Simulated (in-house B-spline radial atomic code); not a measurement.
PBE0 excitations of Tl+

Method: PBE0. Computed with an all-electron radial atomic-structure program (B-spline basis): linear response of the closed shell [Xe] 4f14 5d10 6s2 with the functional's adiabatic kernel; scalar-relativistic (spin-free one-electron X2C), finite nucleus, no spin-orbit coupling, no double excitations, S, P, D and F terms only; shells from n = 4 respond. Only terms of natural parity with L up to 3 were computed.

Spin-orbit coupling is strong here, so these LS terms don't match observed levels.

Command:
```bash
python run_td.py task.json out
```
Settings (radii: box in bohr, nucleus in fm):
```
Z                        81
electrons                80
configuration            [Xe] 4f14 5d10 6s2
hamiltonian              x2c
method                   pbe0
box_radius               41.61
rms_radius               5.4759
intervals                74
```

Cost of the run: 8.3 s on 1 thread of Arm Neoverse N1, with other jobs on the host.

The lowest states, in the order of their Tamm-Dancoff energies; the method's threshold (minus the highest occupied level) is 17.124 eV. Labels give the largest channel, * marks a mixed state, and oscillator strengths are full-response dipole values. Measured ¹D terms are left out, since they can mix with doubly excited terms. Semilocal kernels can invert the small singlet-triplet splittings of Rydberg terms. Energies in eV:

```
     state  full response  Tamm-Dancoff  oscillator strength  measured (J-weighted term)
6s → 6p 3P          6.900         7.022                    -                       7.098
6s → 6p 1P          8.976         9.237                  1.4                       9.381
6s → 7s 3S         12.342        12.347                    -                      13.047
6s → 7s 1S         12.710        12.730                    -                      13.390
6s → 6d 3D              ?             ?                    -                           ?
6s → 6d 1D         13.848        13.851                    -                           -
6s → 7p 3P         13.993        14.011                    -                      14.992
6s → 7p 1P         14.194        14.211              0.00111                           -
5d → 6p 3P         14.631        14.665                    -                           -
5d → 6p 3F              ?             ?                    -                           -
```

(1) Where does 6s → 6d 3D lie?

(2) Where does 5d → 6p 3F lie?

(3) How large is the singlet-triplet splitting of 6s → 6p (P terms) in Tamm-Dancoff?

(4) What polarisabilities and dispersion coefficient does the method give?

Answers

(1) At 13.713 eV in full response, 13.718 eV in Tamm-Dancoff; measured 14.452 eV.

(2) At 14.706 eV in full response, 14.746 eV in Tamm-Dancoff.

(3) 2.21 eV, from the unrounded values.

(4) Dipole 20.72 bohr³, quadrupole 95.13 bohr⁵, C6 167.4 hartree·bohr⁶ for two such species.
